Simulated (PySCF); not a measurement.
C3H8GeSi, SMILES CC1=[CH][GeH2][SiH2]1.

The structure is a stationary point at PBE0-D3(BJ)/def2-SVP. The structure was generated by enumeration, and PubChem lists no compound with its InChIKey, so it may never have been made.

Two levels are set side by side: TDDFT-PBE/def2-SVPD (PySCF) and TDDFT-LC-ωPBE/def2-SVPD (PySCF). Vertical, same geometry. The lowest singlet is HOMO→LUMO 99 % with PBE and HOMO−2→LUMO+1 61 %, HOMO→LUMO+1 34 % with the other functional; states are paired by order. Differences are taken from unrounded values.

| quantity | TDDFT-LC-ωPBE |
|---|---|
| lowest singlet excitation (eV) | 6.19 |
| lowest triplet excitation (TDA) (eV) | 4.05 |
| first bright state (f over 0.05) (eV) | 7.02 |
| its oscillator strength | 0.05 |

Problem. What does TDDFT-PBE give, and how far is it from TDDFT-LC-ωPBE? (An estimate is asked for; the answer gives what the named calculation found.)

Solution. 
| quantity | TDDFT-PBE | TDDFT-PBE minus TDDFT-LC-ωPBE |
|---|---|---|
| lowest singlet excitation (eV) | 5.09 | -1.10 |
| lowest triplet excitation (TDA) (eV) | 4.21 | 0.16 |
| first bright state (f over 0.05) (eV) | 6.40 | -0.62 |
| its oscillator strength | 0.06 | 0.01 |

Functionals without exact exchange tend to place singlet excitations lower, as here. Differences between two approximate levels are no errors against the true value.

Rough cost on one machine, each run with all the roots and properties that it gave: TDDFT-LC-ωPBE against TDDFT-PBE about 6 times.
